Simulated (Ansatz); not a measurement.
Total energies of F2H4OSiSn, SMILES `[F][SnH]([F])[O][SiH3]`.

```csv
atom,x (Å),y (Å),z (Å)
F1,1.517,-0.480,2.045
Sn2,0.337,-1.387,0.865
F3,-1.341,-1.311,1.754
O4,0.174,-0.285,-0.694
Si5,-0.279,1.260,-1.044
H6,0.830,-2.964,0.554
H7,-0.607,2.007,0.198
H8,0.839,1.937,-1.749
H9,-1.471,1.223,-1.928
```

Total charge 0; spin multiplicity 1. Correlated methods include outer-core shells of Sn, which these sets cover unevenly. Sn takes the def2 core potential. All single points use the PBE0-D4/def2-TZVP geometry. It is one conformer, not always the lowest. Basis def2-TZVPP, the Gaussian-basis code of Ansatz.

RPA on PBE orbitals: Hartree–Fock energy of these orbitals -778.52510 Eh, correlation -1.80583 Eh (frozen core).

```tsv
functional	energy without D4 (Eh)	D4 term (kJ/mol)
r2SCANh	-781.26448	-4.9
r2SCAN0	-781.22074	-5.5
```

Q: Give the same for LDA (SPW92), PBE, revPBE, BLYP, r2SCAN, B97M-V, PBE0, B3LYP, HSE06 (plane-wave form), BHLYP, CAM-B3LYP, LC-ωPBE, ωB97X-V, ωB97M-V, B2PLYP, PBE-QIDH. (Best estimate.)

A: Ansatz gave: 
```json
{"functional": "LDA (SPW92)", "energy without D4 (Eh)": "-778.02223", "D4 term (kJ/mol)": "–"}
{"functional": "PBE", "energy without D4 (Eh)": "-780.92589", "D4 term (kJ/mol)": "-18.9"}
{"functional": "revPBE", "energy without D4 (Eh)": "-781.23918", "D4 term (kJ/mol)": "-50.0"}
{"functional": "BLYP", "energy without D4 (Eh)": "-781.27204", "D4 term (kJ/mol)": "-40.4"}
{"functional": "r2SCAN", "energy without D4 (Eh)": "-781.29492", "D4 term (kJ/mol)": "-4.6"}
{"functional": "B97M-V", "energy without D4 (Eh)": "-781.19408", "D4 term (kJ/mol)": "–"}
{"functional": "PBE0", "energy without D4 (Eh)": "-780.96264", "D4 term (kJ/mol)": "-16.2"}
{"functional": "B3LYP", "energy without D4 (Eh)": "-781.45465", "D4 term (kJ/mol)": "-30.7"}
{"functional": "HSE06 (plane-wave form)", "energy without D4 (Eh)": "-780.94278", "D4 term (kJ/mol)": "-15.3"}
{"functional": "BHLYP", "energy without D4 (Eh)": "-781.17999", "D4 term (kJ/mol)": "-26.2"}
{"functional": "CAM-B3LYP", "energy without D4 (Eh)": "-781.28528", "D4 term (kJ/mol)": "-16.7"}
{"functional": "LC-ωPBE", "energy without D4 (Eh)": "-781.15507", "D4 term (kJ/mol)": "–"}
{"functional": "ωB97X-V", "energy without D4 (Eh)": "-781.20360", "D4 term (kJ/mol)": "–"}
{"functional": "ωB97M-V", "energy without D4 (Eh)": "-781.21393", "D4 term (kJ/mol)": "–"}
{"functional": "B2PLYP", "energy without D4 (Eh)": "-780.87857", "D4 term (kJ/mol)": "–"}
{"functional": "PBE-QIDH", "energy without D4 (Eh)": "-780.65546", "D4 term (kJ/mol)": "–"}
```

B3LYP takes the VWN-RPA correlation (the form of Gaussian; ORCA's B3LYP/G). HSE06 is the plane-wave form, built on full-range PBE exchange. The double hybrids freeze the cores in their second-order part.

LC-ωPBE has ω = 0.4 bohr⁻¹.
